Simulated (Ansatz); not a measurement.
**Nudged elastic band run: BF2H4NSe**

The input (input.yaml):

```yaml
crystal:
  periodic: [false, false, false]
  atoms:
    - { symbol: B, position_ang: [0.022297, 0.452438, -1.058867] }
    - { symbol: "N", position_ang: [1.238058, -0.016701, -0.5499] }
    - { symbol: F, position_ang: [-0.964207, -0.393707, -1.360493] }
    - { symbol: F, position_ang: [-0.192532, 1.750414, -1.252735] }
    - { symbol: H, position_ang: [-0.107556, -0.209163, 1.677949] }
    - { symbol: Se, position_ang: [-1.442627, -0.347278, 2.29098] }
    - { symbol: H, position_ang: [2.0089, 0.600494, -0.329291] }
    - { symbol: H, position_ang: [1.432266, -1.002562, -0.430716] }
    - { symbol: H, position_ang: [-1.994498, -0.833935, 1.013074] }
basis:
  gaussian: { orbitals: def2-SVP }
hamiltonian:
  xc: b3lyp
  dispersion: d4
neb:
  order_check: false
  images: 5
  f_tol: 0.03
  max_iterations: 60
  max_displacement: 0.02
  optimiser: lbfgs
  final_atoms:
    - { symbol: B, position_ang: [-0.97524807, 0.51900961, -0.4932793] }
    - { symbol: "N", position_ang: [1.86886594, -0.35244453, 0.15051273] }
    - { symbol: F, position_ang: [-0.97990297, -0.48403579, -1.35512689] }
    - { symbol: F, position_ang: [-0.43552372, 1.66774205, -0.86441817] }
    - { symbol: H, position_ang: [1.29544918, -0.37687172, 0.99266253] }
    - { symbol: Se, position_ang: [-1.82447963, 0.39574336, 1.26115074] }
    - { symbol: H, position_ang: [1.84167274, 0.599411, -0.21173715] }
    - { symbol: H, position_ang: [1.42923977, -0.95802873, -0.54067377] }
    - { symbol: H, position_ang: [-2.21997223, -1.01052526, 1.06091029] }
  initial_path:
    images:
      - { positions_ang: [[0.022297, 0.452438, -1.058867], [1.238058, -0.016701, -0.5499], [-0.964207, -0.393707, -1.360493], [-0.192532, 1.750414, -1.252735], [-0.107556, -0.209163, 1.677949], [-1.442627, -0.347278, 2.29098], [2.0089, 0.600494, -0.329291], [1.432266, -1.002562, -0.430716], [-1.994498, -0.833935, 1.013074]] }
      - { positions_ang: [[-0.12888729, 0.4611536, -0.94023281], [1.1987794, -0.06681116, -0.38316258], [-0.96789454, -0.39120977, -1.41932594], [-0.22979456, 1.7464726, -1.18799031], [0.103219, -0.24780579, 1.49693568], [-1.41311827, -0.15009223, 2.0210316], [1.95812525, 0.5739755, -0.22443993], [1.43019497, -1.01182532, -0.44434641], [-1.95052297, -0.91385744, 1.08153169]] }
      - { positions_ang: [[-0.28007158, 0.4698692, -0.82159862], [1.15950079, -0.11692131, -0.21642517], [-0.97158207, -0.38871255, -1.47815887], [-0.26705711, 1.7425312, -1.12324561], [0.313994, -0.28644858, 1.31592237], [-1.38360953, 0.04709355, 1.7510832], [1.90735049, 0.54745701, -0.11958885], [1.42812394, -1.02108864, -0.45797683], [-1.90654793, -0.99377988, 1.14998939]] }
      - { positions_ang: [[-0.43125587, 0.4785848, -0.70296442], [1.12022219, -0.16703147, -0.04968775], [-0.97526961, -0.38621532, -1.53699181], [-0.30431967, 1.73858981, -1.05850092], [0.52476901, -0.32509137, 1.13490905], [-1.3541008, 0.24427932, 1.48113479], [1.85657574, 0.52093851, -0.01473778], [1.42605291, -1.03035196, -0.47160724], [-1.8625729, -1.07370232, 1.21844708]] }
      - { positions_ang: [[-0.6125866, 0.49205974, -0.63306938], [1.3697701, -0.22883582, 0.01704574], [-0.97681406, -0.41882214, -1.47637017], [-0.34805435, 1.71497389, -0.99380667], [0.7816624, -0.34235149, 1.08749354], [-1.51089374, 0.29476734, 1.40780678], [1.85160807, 0.54709601, -0.08040424], [1.42711519, -1.00624422, -0.49462942], [-1.98170601, -1.0526433, 1.16593482]] }
      - { positions_ang: [[-0.79391733, 0.50553468, -0.56317434], [1.61931802, -0.29064018, 0.08377923], [-0.97835852, -0.45142896, -1.41574853], [-0.39178904, 1.69135797, -0.92911242], [1.03855579, -0.3596116, 1.04007804], [-1.66768668, 0.34525535, 1.33447876], [1.8466404, 0.57325351, -0.1460707], [1.42817748, -0.98213648, -0.51765159], [-2.10083912, -1.03158428, 1.11342255]] }
      - { positions_ang: [[-0.97524807, 0.51900961, -0.4932793], [1.86886594, -0.35244453, 0.15051273], [-0.97990297, -0.48403579, -1.35512689], [-0.43552372, 1.66774205, -0.86441817], [1.29544918, -0.37687172, 0.99266253], [-1.82447963, 0.39574336, 1.26115074], [1.84167274, 0.599411, -0.21173715], [1.42923977, -0.95802873, -0.54067377], [-2.21997223, -1.01052526, 1.06091029]] }
```

Launched with:

```bash
$ ansatz run input.yaml --threads 2 --pin off --max-ram 3072MiB --backend cpu --events-out ev --progress --plain --runs-dir out
```

Output, in part (warnings, iteration lines):

```
NEB end point (image 0): max|allowed force component| = 7.980e-3 eV/Å (the criterion of neb.relax_end_points is 1.000e-2)
NEB end point (image 6): max|allowed force component| = 1.743e-2 eV/Å (the criterion of neb.relax_end_points is 1.000e-2)
NEB iter   1: max|band force component| = 7.498e0 eV/Å  barrier→ = 2.0590 eV  barrier← = 1.3598 eV  Δτ_max = 0.0200 Å  (188 SCF iters)
NEB iter   2: max|band force component| = 6.344e0 eV/Å  barrier→ = 1.8215 eV  barrier← = 1.1222 eV  Δτ_max = 0.0200 Å  (155 SCF iters)
NEB iter   3: max|band force component| = 5.745e0 eV/Å  barrier→ = 1.6188 eV  barrier← = 0.9195 eV  Δτ_max = 0.0200 Å  (151 SCF iters)
NEB iter   4: max|band force component| = 5.261e0 eV/Å  barrier→ = 1.4461 eV  barrier← = 0.7469 eV  Δτ_max = 0.0200 Å  (151 SCF iters)
NEB iter   5: max|band force component| = 4.709e0 eV/Å  barrier→ = 1.3041 eV  barrier← = 0.6049 eV  Δτ_max = 0.0200 Å  (154 SCF iters)
NEB iter   6: max|band force component| = 3.969e0 eV/Å  barrier→ = 1.1817 eV  barrier← = 0.4825 eV  Δτ_max = 0.0200 Å  (151 SCF iters)
NEB iter   7: max|band force component| = 3.384e0 eV/Å  barrier→ = 1.0670 eV  barrier← = 0.3678 eV  Δτ_max = 0.0200 Å  (152 SCF iters)
NEB iter   8: max|band force component| = 2.841e0 eV/Å  barrier→ = 0.9715 eV  barrier← = 0.2723 eV  Δτ_max = 0.0200 Å  (151 SCF iters)
NEB iter   9: max|band force component| = 2.426e0 eV/Å  barrier→ = 0.9170 eV  barrier← = 0.2178 eV  Δτ_max = 0.0200 Å  (152 SCF iters)
NEB iter  10: max|band force component| = 2.007e0 eV/Å  barrier→ = 0.8746 eV  barrier← = 0.1754 eV  Δτ_max = 0.0200 Å  (145 SCF iters)
NEB iter  11: max|band force component| = 1.684e0 eV/Å  barrier→ = 0.8345 eV  barrier← = 0.1352 eV  Δτ_max = 0.0200 Å  (148 SCF iters)
NEB iter  12: max|band force component| = 1.316e0 eV/Å  barrier→ = 0.8093 eV  barrier← = 0.1101 eV  Δτ_max = 0.0200 Å  (147 SCF iters)
NEB iter  13: max|band force component| = 1.009e0 eV/Å  barrier→ = 0.8062 eV  barrier← = 0.1070 eV  Δτ_max = 0.0200 Å  (152 SCF iters)
NEB iter  14: max|band force component| = 7.419e-1 eV/Å  barrier→ = 0.8041 eV  barrier← = 0.1049 eV  Δτ_max = 0.0200 Å  (148 SCF iters)
NEB iter  15: max|band force component| = 3.799e-1 eV/Å  barrier→ = 0.8031 eV  barrier← = 0.1039 eV  CI = image 5  Δτ_max = 0.0076 Å  (152 SCF iters)
NEB iter  16: max|band force component| = 3.673e-1 eV/Å  barrier→ = 0.8025 eV  barrier← = 0.1033 eV  CI = image 5  Δτ_max = 0.0200 Å  (124 SCF iters)
NEB iter  17: max|band force component| = 3.053e-1 eV/Å  barrier→ = 0.8011 eV  barrier← = 0.1019 eV  CI = image 5  Δτ_max = 0.0200 Å  (143 SCF iters)
NEB iter  18: max|band force component| = 5.385e-1 eV/Å  barrier→ = 0.8009 eV  barrier← = 0.1017 eV  CI = image 5  Δτ_max = 0.0082 Å  (152 SCF iters)
NEB iter  19: max|band force component| = 3.452e-1 eV/Å  barrier→ = 0.7994 eV  barrier← = 0.1002 eV  CI = image 5  Δτ_max = 0.0057 Å  (121 SCF iters)
NEB iter  20: max|band force component| = 4.866e-1 eV/Å  barrier→ = 0.7995 eV  barrier← = 0.1002 eV  CI = image 5  Δτ_max = 0.0082 Å  (115 SCF iters)
NEB iter  21: max|band force component| = 4.434e-1 eV/Å  barrier→ = 0.7979 eV  barrier← = 0.0987 eV  CI = image 5  Δτ_max = 0.0043 Å  (120 SCF iters)
NEB iter  22: max|band force component| = 4.728e-1 eV/Å  barrier→ = 0.7973 eV  barrier← = 0.0981 eV  CI = image 5  Δτ_max = 0.0073 Å  (111 SCF iters)
NEB iter  23: max|band force component| = 2.967e-1 eV/Å  barrier→ = 0.7958 eV  barrier← = 0.0966 eV  CI = image 5  Δτ_max = 0.0050 Å  (119 SCF iters)
NEB iter  24: max|band force component| = 4.452e-1 eV/Å  barrier→ = 0.7956 eV  barrier← = 0.0963 eV  CI = image 5  Δτ_max = 0.0074 Å  (116 SCF iters)
NEB iter  25: max|band force component| = 4.160e-1 eV/Å  barrier→ = 0.7940 eV  barrier← = 0.0948 eV  CI = image 5  Δτ_max = 0.0036 Å  (115 SCF iters)
NEB iter  26: max|band force component| = 4.302e-1 eV/Å  barrier→ = 0.7931 eV  barrier← = 0.0939 eV  CI = image 5  Δτ_max = 0.0067 Å  (110 SCF iters)
NEB iter  27: max|band force component| = 2.692e-1 eV/Å  barrier→ = 0.7916 eV  barrier← = 0.0924 eV  CI = image 5  Δτ_max = 0.0046 Å  (115 SCF iters)
NEB iter  28: max|band force component| = 4.402e-1 eV/Å  barrier→ = 0.7912 eV  barrier← = 0.0919 eV  CI = image 5  Δτ_max = 0.0072 Å  (111 SCF iters)
NEB iter  29: max|band force component| = 4.126e-1 eV/Å  barrier→ = 0.7895 eV  barrier← = 0.0903 eV  CI = image 5  Δτ_max = 0.0034 Å  (112 SCF iters)
NEB iter  30: max|band force component| = 3.983e-1 eV/Å  barrier→ = 0.7884 eV  barrier← = 0.0892 eV  CI = image 5  Δτ_max = 0.0200 Å  (107 SCF iters)
NEB iter  31: max|band force component| = 3.657e-1 eV/Å  barrier→ = 0.7821 eV  barrier← = 0.0828 eV  CI = image 5  Δτ_max = 0.0200 Å  (137 SCF iters)
NEB iter  32: max|band force component| = 3.267e-1 eV/Å  barrier→ = 0.7756 eV  barrier← = 0.0764 eV  CI = image 5  Δτ_max = 0.0200 Å  (129 SCF iters)
NEB iter  33: max|band force component| = 3.929e-1 eV/Å  barrier→ = 0.7692 eV  barrier← = 0.0700 eV  CI = image 5  Δτ_max = 0.0059 Å  (127 SCF iters)
NEB iter  34: max|band force component| = 4.329e-1 eV/Å  barrier→ = 0.7688 eV  barrier← = 0.0696 eV  CI = image 5  Δτ_max = 0.0062 Å  (112 SCF iters)
NEB iter  35: max|band force component| = 3.889e-1 eV/Å  barrier→ = 0.7688 eV  barrier← = 0.0696 eV  CI = image 5  Δτ_max = 0.0200 Å  (107 SCF iters)
NEB iter  36: max|band force component| = 6.469e-1 eV/Å  barrier→ = 0.7721 eV  barrier← = 0.0729 eV  CI = image 5  Δτ_max = 0.0110 Å  (123 SCF iters)
NEB iter  37: max|band force component| = 5.869e-1 eV/Å  barrier→ = 0.7717 eV  barrier← = 0.0724 eV  CI = image 5  Δτ_max = 0.0041 Å  (118 SCF iters)
NEB iter  38: max|band force component| = 4.241e-1 eV/Å  barrier→ = 0.7711 eV  barrier← = 0.0719 eV  CI = image 5  Δτ_max = 0.0200 Å  (100 SCF iters)
NEB iter  39: max|band force component| = 3.349e-1 eV/Å  barrier→ = 0.7730 eV  barrier← = 0.0737 eV  CI = image 5  Δτ_max = 0.0200 Å  (122 SCF iters)
NEB iter  40: max|band force component| = 2.852e-1 eV/Å  barrier→ = 0.7762 eV  barrier← = 0.0770 eV  CI = image 5  Δτ_max = 0.0200 Å  (122 SCF iters)
NEB iter  41: max|band force component| = 3.296e-1 eV/Å  barrier→ = 0.7800 eV  barrier← = 0.0808 eV  CI = image 5  Δτ_max = 0.0057 Å  (130 SCF iters)
NEB iter  42: max|band force component| = 2.878e-1 eV/Å  barrier→ = 0.7813 eV  barrier← = 0.0820 eV  CI = image 5  Δτ_max = 0.0145 Å  (108 SCF iters)
NEB iter  43: max|band force component| = 8.718e-1 eV/Å  barrier→ = 0.7901 eV  barrier← = 0.0909 eV  CI = image 5  Δτ_max = 0.0125 Å  (136 SCF iters)
NEB iter  44: max|band force component| = 6.285e-1 eV/Å  barrier→ = 0.7896 eV  barrier← = 0.0903 eV  CI = image 5  Δτ_max = 0.0039 Å  (116 SCF iters)
NEB iter  45: max|band force component| = 2.949e-1 eV/Å  barrier→ = 0.7872 eV  barrier← = 0.0880 eV  CI = image 5  Δτ_max = 0.0100 Å  (102 SCF iters)
NEB iter  46: max|band force component| = 4.514e-1 eV/Å  barrier→ = 0.7901 eV  barrier← = 0.0908 eV  CI = image 5  Δτ_max = 0.0065 Å  (126 SCF iters)
NEB iter  47: max|band force component| = 2.933e-1 eV/Å  barrier→ = 0.7903 eV  barrier← = 0.0911 eV  CI = image 5  Δτ_max = 0.0048 Å  (108 SCF iters)
NEB iter  48: max|band force component| = 3.897e-1 eV/Å  barrier→ = 0.7916 eV  barrier← = 0.0923 eV  CI = image 5  Δτ_max = 0.0070 Å  (111 SCF iters)
NEB iter  49: max|band force component| = 3.808e-1 eV/Å  barrier→ = 0.7916 eV  barrier← = 0.0923 eV  CI = image 5  Δτ_max = 0.0040 Å  (108 SCF iters)
NEB iter  50: max|band force component| = 4.241e-1 eV/Å  barrier→ = 0.7923 eV  barrier← = 0.0931 eV  CI = image 5  Δτ_max = 0.0061 Å  (113 SCF iters)
NEB iter  51: max|band force component| = 2.808e-1 eV/Å  barrier→ = 0.7923 eV  barrier← = 0.0931 eV  CI = image 5  Δτ_max = 0.0041 Å  (107 SCF iters)
NEB iter  52: max|band force component| = 3.605e-1 eV/Å  barrier→ = 0.7931 eV  barrier← = 0.0939 eV  CI = image 5  Δτ_max = 0.0062 Å  (113 SCF iters)
NEB iter  53: max|band force component| = 3.364e-1 eV/Å  barrier→ = 0.7930 eV  barrier← = 0.0937 eV  CI = image 5  Δτ_max = 0.0037 Å  (108 SCF iters)
NEB iter  54: max|band force component| = 3.926e-1 eV/Å  barrier→ = 0.7935 eV  barrier← = 0.0943 eV  CI = image 5  Δτ_max = 0.0056 Å  (107 SCF iters)
NEB iter  55: max|band force component| = 2.670e-1 eV/Å  barrier→ = 0.7934 eV  barrier← = 0.0941 eV  CI = image 5  Δτ_max = 0.0035 Å  (107 SCF iters)
NEB iter  56: max|band force component| = 3.358e-1 eV/Å  barrier→ = 0.7939 eV  barrier← = 0.0946 eV  CI = image 5  Δτ_max = 0.0056 Å  (108 SCF iters)
NEB iter  57: max|band force component| = 3.011e-1 eV/Å  barrier→ = 0.7936 eV  barrier← = 0.0944 eV  CI = image 5  Δτ_max = 0.0033 Å  (107 SCF iters)
NEB iter  58: max|band force component| = 3.641e-1 eV/Å  barrier→ = 0.7940 eV  barrier← = 0.0948 eV  CI = image 5  Δτ_max = 0.0052 Å  (108 SCF iters)
NEB iter  59: max|band force component| = 2.540e-1 eV/Å  barrier→ = 0.7938 eV  barrier← = 0.0945 eV  CI = image 5  Δτ_max = 0.0030 Å  (106 SCF iters)
NEB iter  60: max|band force component| = 3.146e-1 eV/Å  barrier→ = 0.7941 eV  barrier← = 0.0948 eV  CI = image 5  Δτ_max = 0.0051 Å  (104 SCF iters)
Error: NEB band did not converge after 60 iterations: max|band force component| = 3.15e-1 eV/Å (threshold 3.0e-2); raise `neb.max_iterations` in a new run, which can start from the last band evaluated (`neb.initial_path`, with `crystal.atoms` and `neb.final_atoms` set to its first and last images), …
```

The run ended unconverged. The band didn't meet its force threshold, so its energies are provisional: the largest band force was still 0.31 eV/Å, and over the last iterations the top stayed at 0.79 eV. The orbitals stay closed-shell, which can raise the energy where a bond breaks towards radicals; this wasn't checked here.

Final band (atoms are numbered from 1 in the order of the input):

```json
{"image": "0", "path coordinate (Å)": "0.00", "energy (kJ/mol)": "0.0", "B1–N2 (Å)": "1.40", "H5–Se6 (Å)": "1.48", "B1–Se6 (Å)": "3.74"}
{"image": "1", "path coordinate (Å)": "0.66", "energy (kJ/mol)": "5.7", "B1–N2 (Å)": "1.40", "H5–Se6 (Å)": "1.48", "B1–Se6 (Å)": "3.32"}
{"image": "2", "path coordinate (Å)": "1.34", "energy (kJ/mol)": "63.4", "B1–N2 (Å)": "1.45", "H5–Se6 (Å)": "1.57", "B1–Se6 (Å)": "2.72"}
{"image": "3", "path coordinate (Å)": "2.04", "energy (kJ/mol)": "37.2", "B1–N2 (Å)": "1.62", "H5–Se6 (Å)": "2.13", "B1–Se6 (Å)": "2.26"}
{"image": "4", "path coordinate (Å)": "2.77", "energy (kJ/mol)": "1.5", "B1–N2 (Å)": "1.75", "H5–Se6 (Å)": "2.90", "B1–Se6 (Å)": "2.06"}
{"image": "5", "path coordinate (Å)": "3.54", "energy (kJ/mol)": "76.6", "B1–N2 (Å)": "2.70", "H5–Se6 (Å)": "3.15", "B1–Se6 (Å)": "1.97"}
{"image": "6", "path coordinate (Å)": "3.85", "energy (kJ/mol)": "67.5", "B1–N2 (Å)": "3.04", "H5–Se6 (Å)": "3.23", "B1–Se6 (Å)": "1.95"}
```

The run took 7.8 min on 2 threads of Intel(R) Xeon(R) 6975P-C (Granite Rapids), with other jobs on the host, peak memory 0.27 GiB.
